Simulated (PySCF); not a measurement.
Compound: C₃H₉NSi.
Bonds: C1–C2, C2–N3, N3–Si4, Si4–C5, C1–C5. Hydrogens: H6, H7 on C1; H8, H9 on C2; H10 on N3; H11, H12 on Si4; H13, H14 on C5.

The same species was optimised twice, with GFN2-xTB and with PBE0-D3(BJ)/def2-SVP (PySCF), and the same property calculations (PySCF, gas phase) were run on both structures.

```
     coordinate  GFN2-xTB  PBE0-D3(BJ)/def2-SVP  change
    Si4–H12 (Å)     1.465                 1.500  +0.035
    Si4–H11 (Å)     1.469                 1.502  +0.033
     N3–Si4 (Å)     1.716                 1.736  +0.020
     C5–H14 (Å)     1.090                 1.104  +0.014
     C5–H13 (Å)     1.087                 1.100  +0.013
      C1–H7 (Å)     1.091                 1.103  +0.012
      C2–H9 (Å)     1.100                 1.111  +0.011
      C1–H6 (Å)     1.092                 1.102  +0.010
     Si4–C5 (Å)     1.901                 1.892  -0.009
      C2–H8 (Å)     1.095                 1.104  +0.009
      C1–C5 (Å)     1.527                 1.536  +0.009
     N3–H10 (Å)     1.006                 1.011  +0.005
      C1–C2 (Å)     1.526                 1.530  +0.004
      C2–N3 (Å)     1.450                 1.452  +0.002
H11–Si4–H12 (°)     110.8                 106.3    -4.5
 N3–Si4–H12 (°)     109.7                 113.8    +4.1
 Si4–C5–H14 (°)     110.5                 108.3    -2.2
  C2–N3–H10 (°)     114.8                 116.7    +1.9
  C1–C5–H13 (°)     110.9                 112.6    +1.7
 C5–Si4–H11 (°)     111.7                 113.2    +1.5
   H8–C2–H9 (°)     107.9                 106.6    -1.3
   H6–C1–H7 (°)     108.3                 107.1    -1.2
```

Rotational constants: A = 6049, B = 4275, C = 2780 MHz (GFN2-xTB) against A = 5932, B = 4270, C = 2753 MHz (PBE0-D3(BJ)/def2-SVP). Point groups within 0.08 Å: C1 and C1. Atoms that the bonding makes alike are paired by their places after alignment.

On the GFN2-xTB structure: lowest singlet, TDDFT (eV) 5.72 [PBE0/def2-SVPD]; lowest triplet, Tamm–Dancoff (eV) 5.46 [PBE0/def2-SVPD]; isotropic polarisability (au) 67.5 [PBE0/def2-SVPD]; HOMO (eV) -6.52 [PBE0/def2-SVPD]; LUMO (eV) 0.58 [PBE0/def2-SVPD]; dipole (D) 0.85 [PBE0/def2-SVPD]; HOMO (eV) -6.47 [PBE0/pcSseg-1]; LUMO (eV) 0.92 [PBE0/pcSseg-1]; dipole (D) 0.86 [PBE0/pcSseg-1]; GIAO shielding of C1 (ppm) 157.8 [PBE0/pcSseg-1]; GIAO shielding of C2 (ppm) 136.2 [PBE0/pcSseg-1]; GIAO shielding of N3 (ppm) 244.6 [PBE0/pcSseg-1]; GIAO shielding of Si4 (ppm) 377.9 [PBE0/pcSseg-1]; GIAO shielding of C5 (ppm) 176.4 [PBE0/pcSseg-1].

Q: What do these properties become on the PBE0-D3(BJ)/def2-SVP structure?

A: 
```tsv
property	level	on GFN2-xTB	on PBE0-D3(BJ)/def2-SVP	change
lowest singlet, TDDFT (eV)	PBE0/def2-SVPD	5.72	5.75	+0.03
lowest triplet, Tamm–Dancoff (eV)	PBE0/def2-SVPD	5.46	5.46	0.00
isotropic polarisability (au)	PBE0/def2-SVPD	67.5	69.0	+1.5
HOMO (eV)	PBE0/def2-SVPD	-6.52	-6.53	-0.01
LUMO (eV)	PBE0/def2-SVPD	0.58	0.58	0.00
dipole (D)	PBE0/def2-SVPD	0.85	0.95	+0.10
energy, GFN2-xTB geometry as zero (kcal/mol)	PBE0/def2-SVPD	0.0	-1.7	-1.7
HOMO (eV)	PBE0/pcSseg-1	-6.47	-6.48	-0.01
LUMO (eV)	PBE0/pcSseg-1	0.92	0.95	+0.03
dipole (D)	PBE0/pcSseg-1	0.86	0.97	+0.11
energy, GFN2-xTB geometry as zero (kcal/mol)	PBE0/pcSseg-1	0.0	-1.2	-1.2
GIAO shielding of C1 (ppm)	PBE0/pcSseg-1	157.8	155.7	-2.1
GIAO shielding of C2 (ppm)	PBE0/pcSseg-1	136.2	136.0	-0.2
GIAO shielding of N3 (ppm)	PBE0/pcSseg-1	244.6	242.7	-1.9
GIAO shielding of Si4 (ppm)	PBE0/pcSseg-1	377.9	375.3	-2.6
GIAO shielding of C5 (ppm)	PBE0/pcSseg-1	176.4	175.5	-0.9
```

The heavy atoms differ by 0.020 Å rms after alignment (one structure mirrored). Among all bonds Si4–H12 changes most (+0.035 Å). Changes are differences of the printed values. Neither structure is proved a minimum here.
